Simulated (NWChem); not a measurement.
System: GeH4O2; SMILES [GeH2]([OH])[OH]

Excerpt of the output:

```
             Northwest Computational Chemistry Package (NWChem) 7.3.0
             --------------------------------------------------------

                             Geometry "geometry" -> ""
                             -------------------------

 Output coordinates in angstroms (scale by  1.889725989 to convert to a.u.)

  No.       Tag          Charge          X              Y              Z
 ---- ---------------- ---------- -------------- -------------- --------------
    1 Ge                  32.0000     0.00000000     0.00000000     0.29363900
    2 O                    8.0000    -1.47803600    -0.06563400    -0.72501100
    3 O                    8.0000     1.47803600     0.06563400    -0.72501100
    4 H                    1.0000    -0.07953200    -1.30391900     1.11759600
    5 H                    1.0000     0.07953200     1.30391900     1.11759600
    6 H                    1.0000    -1.57224100     0.75320800    -1.23721500
    7 H                    1.0000     1.57224100    -0.75320800    -1.23721500

 Effective nuclear repulsion energy (a.u.)     217.5029958560

                              NWChem Property Module
                              ----------------------

                                 NWChem DFT Module
                                 -----------------

 Summary of "ao basis" -> "ao basis" (spherical)
 ------------------------------------------------------------------------------
       Tag                 Description            Shells   Functions and Types
 ---------------- ------------------------------  ------  ---------------------
 Ge                        def2-svpd                14       38   6s4p4d
 O                         def2-svpd                 9       23   4s3p2d
 H                         def2-svpd                 4        8   2s2p

            General Information
            -------------------
          SCF calculation type: DFT
          Wavefunction type:  closed shell.
          No. of atoms     :     7
          No. of electrons :    52
           Alpha electrons :    26
            Beta electrons :    26
          Charge           :     0
          Spin multiplicity:     1
          Use of symmetry is: off; symmetry adaption is: off
          Maximum number of iterations: 150
          AO basis - number of functions:   116
                     number of shells:    48
          Convergence on energy requested:  1.00D-06
          Convergence on density requested:  1.00D-05
          Convergence on gradient requested:  5.00D-04

              XC Information
              --------------
                         PBE0 Method XC Functional
                     Hartree-Fock (Exact) Exchange  0.250
          PerdewBurkeErnzerhof Exchange Functional  0.750
            Perdew 1991 LDA Correlation Functional  1.000 local
           PerdewBurkeErnz. Correlation Functional  1.000 non-local

             Grid Information
             ----------------
          Grid used for XC integration:  medium
          Radial quadrature: Mura-Knowles
          Angular quadrature: Lebedev.
          Tag              B.-S. Rad. Rad. Pts. Rad. Cut. Ang. Pts.
          ---              ---------- --------- --------- ---------
          Ge                  1.25      112          10.0       590
          O                   0.60       49          11.0       434
          H                   0.35       45          11.0       434
          Grid pruning is: on
          Number of quadrature shells:   390
          Spatial weights used:  Erf1

      Superposition of Atomic Density Guess
      -------------------------------------

 Sum of atomic energies:       -2226.42932863

      Non-variational initial energy
      ------------------------------

 Total energy =   -2227.120392
 1-e energy   =   -3535.765231
 2-e energy   =    1091.141843
 HOMO         =      -0.388882
 LUMO         =       0.015606

   convergence    iter        energy       DeltaE   RMS-Dens  Diis-err
 ---------------- ----- ----------------- --------- --------- ---------
 d= 0,ls=0.0,diis     1  -2229.0058708241 -2.45D+03  1.61D-02  9.07D-01
 d= 0,ls=0.0,diis     2  -2228.8929898351  1.13D-01  8.22D-03  2.18D+00
 d= 0,ls=0.0,diis     3  -2229.1080891507 -2.15D-01  6.98D-04  2.06D-02
 d= 0,ls=0.0,diis     4  -2229.1097690573 -1.68D-03  1.62D-04  8.17D-04
 d= 0,ls=0.0,diis     5  -2229.1098176621 -4.86D-05  4.47D-05  6.24D-05
  Resetting Diis
 d= 0,ls=0.0,diis     6  -2229.1098206335 -2.97D-06  1.33D-05  1.74D-06
 d= 0,ls=0.0,diis     7  -2229.1098207849 -1.51D-07  5.69D-06  1.26D-07

         Total DFT energy =    -2229.109820784938
      One electron energy =    -3537.181591566994
           Coulomb energy =     1187.872477117199
    Exchange-Corr. energy =      -97.303702191188
 Nuclear repulsion energy =      217.502995856044

 Numeric. integr. density =       52.000022957544

                       DFT Final Molecular Orbital Analysis
                       ------------------------------------

 Vector   24  Occ=2.000000D+00  E=-3.463978D-01
              MO Center= -1.6D-08,  1.1D-08,  4.1D-02, r^2= 3.5D+00
   Bfn.  Coefficient  Atom+Function         Bfn.  Coefficient  Atom+Function
  ----- ------------  ---------------      ----- ------------  ---------------
    43      0.261156  2 O  px                66      0.261156  3 O  px
    85      0.237779  4 H  s                 93     -0.237779  5 H  s
    14     -0.210596  1 Ge py                44      0.184001  2 O  py
    67      0.184001  3 O  py                46      0.177096  2 O  px
    69      0.177096  3 O  px                17     -0.171460  1 Ge py

 Vector   25  Occ=2.000000D+00  E=-3.376333D-01
              MO Center=  3.0D-08, -1.7D-08, -5.7D-01, r^2= 3.1D+00
   Bfn.  Coefficient  Atom+Function         Bfn.  Coefficient  Atom+Function
  ----- ------------  ---------------      ----- ------------  ---------------
    45      0.350041  2 O  pz                68      0.350041  3 O  pz
    48      0.245881  2 O  pz                71      0.245881  3 O  pz
    44      0.229199  2 O  py                67     -0.229199  3 O  py
     5     -0.169052  1 Ge s                 47      0.165147  2 O  py
    70     -0.165147  3 O  py                85     -0.111884  4 H  s

 Vector   26  Occ=2.000000D+00  E=-3.264329D-01
              MO Center= -4.5D-08,  1.4D-09, -4.8D-01, r^2= 3.2D+00
   Bfn.  Coefficient  Atom+Function         Bfn.  Coefficient  Atom+Function
  ----- ------------  ---------------      ----- ------------  ---------------
    43      0.297408  2 O  px                66      0.297408  3 O  px
    45     -0.255095  2 O  pz                68      0.255095  3 O  pz
    46      0.214068  2 O  px                69      0.214068  3 O  px
    48     -0.189779  2 O  pz                71      0.189779  3 O  pz
    44     -0.153132  2 O  py                67     -0.153132  3 O  py

 Vector   27  Occ=0.000000D+00  E=-4.622866D-03
              MO Center= -1.5D-09,  5.0D-09, -8.2D-01, r^2= 6.9D+00
   Bfn.  Coefficient  Atom+Function         Bfn.  Coefficient  Atom+Function
  ----- ------------  ---------------      ----- ------------  ---------------
     6      1.255866  1 Ge s                 51     -0.522530  2 O  pz
    74     -0.522530  3 O  pz                18     -0.475252  1 Ge pz
    36     -0.455214  1 Ge d  0              50      0.229194  2 O  py
    73     -0.229194  3 O  py                49     -0.216200  2 O  px
    72      0.216200  3 O  px                15     -0.207058  1 Ge pz

 Vector   28  Occ=0.000000D+00  E= 1.144722D-02
              MO Center=  1.7D-08, -4.2D-09,  1.5D-01, r^2= 6.8D+00
   Bfn.  Coefficient  Atom+Function         Bfn.  Coefficient  Atom+Function
  ----- ------------  ---------------      ----- ------------  ---------------
    42      0.931677  2 O  s                 65     -0.931677  3 O  s
    37      0.393321  1 Ge d  1             102     -0.300099  6 H  s
   110      0.300099  7 H  s                 13     -0.274434  1 Ge px
   107      0.225625  6 H  py               115      0.225625  7 H  py
    50      0.212256  2 O  py                73      0.212256  3 O  py

 Vector   29  Occ=0.000000D+00  E= 2.252630D-02
              MO Center= -1.0D-09, -5.8D-10,  1.2D+00, r^2= 6.7D+00
   Bfn.  Coefficient  Atom+Function         Bfn.  Coefficient  Atom+Function
  ----- ------------  ---------------      ----- ------------  ---------------
     6      3.082232  1 Ge s                  5     -2.017749  1 Ge s
    42     -1.229106  2 O  s                 65     -1.229106  3 O  s
    18     -0.658978  1 Ge pz                 4     -0.500313  1 Ge s
    86      0.421721  4 H  s                 94      0.421721  5 H  s
   102      0.336906  6 H  s                110      0.336906  7 H  s

     Multipole analysis of the density
     ---------------------------------

     L   x y z        total         alpha         beta         nuclear
     -   - - -        -----         -----         ----         -------
     0   0 0 0     -0.000000    -26.000000    -26.000000     52.000000

     1   1 0 0     -0.000000     -0.000000     -0.000000      0.000000
     1   0 1 0     -0.000000     -0.000000     -0.000000      0.000000
     1   0 0 1      0.073645      2.345091      2.345091     -4.616536

[...]

 DFT Linear Response polarizability / au
 Frequency  =       0.0773000 / au
 Wavelength =     589.4353558 / nm
              X              Y              Z
 -----------------------------------------------
 X      42.7141016     -0.0202154     -0.0000000
 Y      -0.0202147     40.3267513     -0.0000000
 Z      -0.0000000     -0.0000000     40.7329594
 -----------------------------------------------
 Eigenvalues =      42.7142728     40.3265802     40.7329594
 Isotropic   =      41.2579374
 Anisotropic =       2.2126706
 -----------------------------------------------

 Magnetic Dipole Response Matrix (nonzero elements):
```

Level: PBE0/def2-SVPD. All runs use the structure optimised with B3LYP/6-31G* (spherical d).

Which NWChem input produces such a log?

This is not unique; one that fits is the input that was run:
```
start job
memory heap 200 mb stack 900 mb global 1100 mb
geometry units angstroms noautosym nocenter noautoz
  Ge     0.000000     0.000000     0.293639
  O     -1.478036    -0.065634    -0.725011
  O      1.478036     0.065634    -0.725011
  H     -0.079532    -1.303919     1.117596
  H      0.079532     1.303919     1.117596
  H     -1.572241     0.753208    -1.237215
  H      1.572241    -0.753208    -1.237215
end
basis spherical
  Ge library def2-svpd
  O library def2-svpd
  H library def2-svpd
end
dft
  xc pbe0
  iterations 150
end
property
  response 1 0.0773
end
task dft property
```
